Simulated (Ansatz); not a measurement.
Consider the germylene formation by 1,1-elimination: `[SH][GeH]([Cl])[Cl]` → Cl₂ + `[SH][GeH]`.

Program: Ansatz. Geometries: PBE0-D4/def2-TZVP. ΔE: electronic, gas phase. CCSD(T)/CBS is the MP2 limit (def2-TZVPP, def2-QZVPP) plus CCSD(T) − MP2 in def2-TZVPP, frozen cores. This one scheme is used for every species. DFT in def2-TZVPP. B3LYP here is the variant with VWN-RPA as its local correlation; programs differ in this. For Ge outer-core shells are correlated without core-valence functions, which leaves a few kJ/mol of doubt a bond. Scalar relativity is left out up to krypton. One conformer a species, not always the lowest.

Task: Is it downhill or uphill in electronic energy at CCSD(T)/CBS, and by how much? (Estimate.)

Result: The calculation gave: Uphill: ΔE = +413.9 kJ/mol.

Task: What do these levels give: LDA (SPW92), BLYP-D4, CAM-B3LYP-D4, ωB97X-V, B2PLYP, r2SCAN, B3LYP, HF/def2-TZVPP, CCSD/def2-TZVPP, CCSD(T)/def2-TZVPP, SCS-MP2/def2-QZVPP, CCSD(T)/def2-QZVPP? (Estimate.)

Result: Ansatz gave: LDA (SPW92) 417.5, BLYP-D4 365.4, CAM-B3LYP-D4 410.3, ωB97X-V 428.4, B2PLYP 407.5, r2SCAN 425.3, B3LYP 376.5, HF/def2-TZVPP 428.8, CCSD/def2-TZVPP 427.6, CCSD(T)/def2-TZVPP 427.4, SCS-MP2/def2-QZVPP 430.5, CCSD(T)/def2-QZVPP 425.5 kJ/mol.

Largest T1 diagnostic among the species: 0.015.

Leaving LDA and LC-ωPBE aside and taking each functional with its dispersion term where it has one, the values, not all of them listed here, spread over 83.3 kJ/mol, from BLYP-D4 to PBE-QIDH. LDA lies +36.6 kJ/mol from PBE without D4. The D4 term adds +15.9 kJ/mol with B3LYP and +8.7 kJ/mol with PBE0; it sums over pairs of atoms, weighted by their polarisabilities, and B3LYP, whose exchange is more repulsive, gets the larger term. From r2SCAN to r2SCAN0 (25 % exact exchange), in def2-TZVPP and without D4, ΔE moves by +12.5 kJ/mol.
